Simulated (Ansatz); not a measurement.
`BCC=N`. The species carries charge 0 and has multiplicity 1.

Z-matrix (Å, degrees):
```
C
C 1 1.494
B 1 1.554 2 115.9
H 1 1.110 2 108.0 3 -109.9
H 1 1.094 2 112.1 3 133.9
N 2 1.263 1 127.7 3 -124.5
H 2 1.095 1 115.2 3 53.6
H 3 1.196 1 120.3 2 157.5
H 3 1.197 1 120.2 2 -26.4
H 6 1.023 2 110.8 1 -1.6
```

Task: List the harmonic frequencies (cm⁻¹, unscaled) at PBE0-D4/def2-TZVP in Ansatz. (Estimate.)

Result: Ansatz gave: 110, 238, 296, 454, 558, 746, 800, 983, 1029, 1053, 1125, 1147, 1212, 1246, 1304, 1390, 1418, 1746, 2585, 2670, 2939, 3074, 3093, 3438.

Task: Is this a minimum?

Result: Yes, all 24 modes are real.

Task: Give the ideal-gas thermochemistry at 298.15 K and 1 bar (rigid rotor, harmonic oscillator; point group C1, symmetry number 1).

Result: Zero-point energy 207.3 kJ/mol; H(298) − E = 223.7 kJ/mol; entropy 296.0 J/(mol·K), of which translation 158.8, rotation 100.3, vibration 36.9; G(298) − E = 135.4 kJ/mol.

Task: And at 400, 500, 600, 800 and 1000 K?

Result: 
```tsv
T (K)	H − E (kJ/mol)	S (J/mol/K)	G − E (kJ/mol)
400	233.0	322.8	103.9
500	244.1	347.4	70.4
600	256.7	370.4	34.5
800	285.8	412.1	-43.9
1000	318.8	448.8	-130.0
```
